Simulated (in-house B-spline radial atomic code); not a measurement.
A run on neutral terbium that did not converge. Method: scalar-relativistic (X2C) r2SCAN0, spin-polarised, spherical fractional occupations, Fermi nucleus of rms radius 5.06 fm; computed with a B-spline radial code for spherical atoms.

Command:
```bash
python run_scf.py task.json out
```
Settings (nuclear radius in fm, mass in u):
```
Z                65
configuration    [Xe] 4f9 6s2
hamiltonian      x2c
method           r2scan0
spin_polarised   True
nucleus          fermi
rms_radius       5.06
atomic_mass      158.92535
speed_of_light   137.035999084
```

First and last ten iterations of the last attempt (damped for 15 steps, keeping 80 % of the old Fock matrix, then DIIS):
```
 iter        energy (Eh)    residual
    1      -11708.231363    1.56e-01
    2      -11706.711619    1.16e-01
    3      -11708.001816    7.40e-02
    4      -11708.197352    3.09e-02
    5      -11708.243176    1.34e-02
    6      -11708.253287    5.89e-03
    7      -11706.770890    1.15e-01
    8      -11708.000924    7.29e-02
    9      -11708.194747    3.04e-02
   10      -11708.241226    1.36e-02
  111      -11706.734111    1.15e-01
  112      -11706.748183    1.14e-01
  113      -11706.731532    1.15e-01
  114      -11706.732444    1.15e-01
  115      -11706.732788    1.15e-01
  116      -11706.731930    1.15e-01
  117      -11706.731848    1.15e-01
  118      -11706.730220    1.15e-01
  119      -11706.731957    1.15e-01
  120      -11708.243086    1.33e-02
 not converged after 120 iterations
```

The smallest residual met was 5.9e-03; the threshold is about 6e-07. No energy from this run should be used. Run time, properties included: 6.2 s on 1 thread of Arm Neoverse V2, on a shared host.
